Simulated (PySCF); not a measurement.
F₂GeH₃In, SMILES [F][In]([F])[GeH3].

The structure is a stationary point at PBE0-D3(BJ)/def2-SVP. The structure was generated by enumeration; whether it is a known compound was not checked. The def2 effective core potentials stand for the cores of In; spin–orbit coupling is left out.

Two levels are set side by side: TDA-PBE/def2-SVPD (PySCF) and TDA-M06-2X/def2-SVPD (PySCF). Vertical, same geometry. The lowest singlet is HOMO→LUMO+1 91 % with PBE and HOMO→LUMO 95 % with the other functional; states are paired by order. Differences are taken from unrounded values.

```
quantity                               TDA-M06-2X
-------------------------------------  ----------
lowest singlet excitation (eV)               5.95
lowest triplet excitation (TDA) (eV)         5.00
first bright state (f over 0.05) (eV)        5.95
its oscillator strength                      0.09
```

### Question
What does TDA-PBE give, and how far is it from TDA-M06-2X? (An estimate is asked for; the answer gives what the named calculation found.)

### Answer

| quantity | TDA-PBE | TDA-PBE minus TDA-M06-2X |
|---|---|---|
| lowest singlet excitation (eV) | 5.29 | -0.67 |
| lowest triplet excitation (TDA) (eV) | 4.44 | -0.56 |
| first bright state (f over 0.05) (eV) | 5.37 | -0.58 |
| its oscillator strength | 0.17 | 0.08 |

A lower first singlet is the usual sign of a functional without exact exchange. Differences between two approximate levels are no errors against the true value.

Rough cost on one machine, each run with all the roots and properties that it gave: TDA-M06-2X against TDA-PBE about 9 times.
